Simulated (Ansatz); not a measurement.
An input meant for BiH2(NMe2) (C2H8BiN) (charge 0, singlet).

```yaml
crystal:
  periodic: [false, false, false]
  atoms:
    - {symbol: Bi, position_ang: [0.709103, 1.610333, 1.315360]}
    - {symbol: H, position_ang: [2.281516, 1.353857, 0.385600]}
    - {symbol: H, position_ang: [0.239904, 2.875714, 0.093954]}
    - {symbol: N, position_ang: [-0.487071, 0.082542, 0.258085]}
    - {symbol: C, position_ang: [-0.337802, 0.052285, -1.182715]}
    - {symbol: C, position_ang: [-0.371979, -1.236848, 0.851844]}
    - {symbol: H, position_ang: [0.660525, -0.316664, -1.542873]}
    - {symbol: H, position_ang: [-0.497175, 1.060459, -1.615865]}
    - {symbol: H, position_ang: [-1.107808, -0.626351, -1.622197]}
    - {symbol: H, position_ang: [-0.889574, -1.892559, 0.468062]}
    - {symbol: H, position_ang: [-1.189574, -1.892559, 0.468062]}
    - {symbol: H, position_ang: [0.591017, -1.774150, 0.635718]}
basis:
  gaussian: {orbitals: def2-SVP}
hamiltonian: {xc: {name: wB97X-V}}
scf: {lower_state_search: off}
output: {forces: true}
```

```sh
$ ansatz run in.yaml --threads 4 --pin off --events-out ev --progress --plain --max-ram 3916MiB
```

It prints (some lines left out):

```
Functional definition: wB97X-V
1182 factors; integrals over basis functions are off by at most 1.0e-3 eV
331 factors; integrals over basis functions are off by at most 7.8e-6 eV
mean field evaluation 1: about -9502.6613 eV, gradient 3.8e1 eV
mean field evaluation 2: about -9503.1024 eV, gradient 3.8e1 eV
mean field evaluation 4: about -9506.4832 eV, gradient 1.9e0 eV
mean field evaluation 8: about -9506.7006 eV, gradient 1.3e-1 eV
mean field evaluation 16: about -9506.7008 eV, gradient 8.5e-4 eV
mean field -9506.70078344 eV, -349.3648099181 hartree, gradient 9.4e-6 eV, S^2 0.000000; 0 other end points of the search recorded, 0 dependent functions left out
reference -9506.70078163 eV, -349.3648098517 hartree; 25, 25 occupied and 83, 83 virtual orbitals, 1182 factors
Total energy: -9506.70078163 eV, -349.3648098517 hartree
Atom 0 at     0.709103     1.610333     1.315360 Å, force    -0.390139    -0.506822    -0.451415 eV/Å
Atom 1 at     2.281516     1.353857     0.385600 Å, force    -0.410914    -0.053784     0.155879 eV/Å
Atom 2 at     0.239904     2.875714     0.093954 Å, force     0.080928    -0.217938     0.201939 eV/Å
Atom 3 at    -0.487071     0.082542     0.258085 Å, force    -0.094623    -1.219514    -0.099477 eV/Å
Atom 4 at    -0.337802     0.052285    -1.182715 Å, force     0.160011     0.221553    -0.536552 eV/Å
Atom 5 at    -0.371979    -1.236848     0.851844 Å, force     9.470637    10.916708     7.148756 eV/Å
Atom 6 at     0.660525    -0.316664    -1.542873 Å, force    -0.221896     0.064427     0.167297 eV/Å
Atom 7 at    -0.497175     1.060459    -1.615865 Å, force    -0.007728    -0.184557    -0.015269 eV/Å
Atom 8 at    -1.107808    -0.626351    -1.622197 Å, force     0.138861     0.203277     0.014308 eV/Å
Atom 9 at    -0.889574    -1.892559     0.468062 Å, force   115.529375    -9.672769    -7.209227 eV/Å
Atom 10 at    -1.189574    -1.892559     0.468062 Å, force  -123.367233     0.553480     0.815344 eV/Å
Atom 11 at     0.591017    -1.774150     0.635718 Å, force    -0.887278    -0.104061    -0.191583 eV/Å
Dipole moment:    -0.022428    -0.115996    -0.141960 e Å
Checks for a lower state left out: stability, starts, cluster_reference, orbital_swaps, neighbouring_geometries, increment
```

In this input one atom was put on top of another. The run converged. The result belongs to that input, not to the species as meant.

In the def2 sets Bi takes a core potential; there is no spin–orbit coupling.
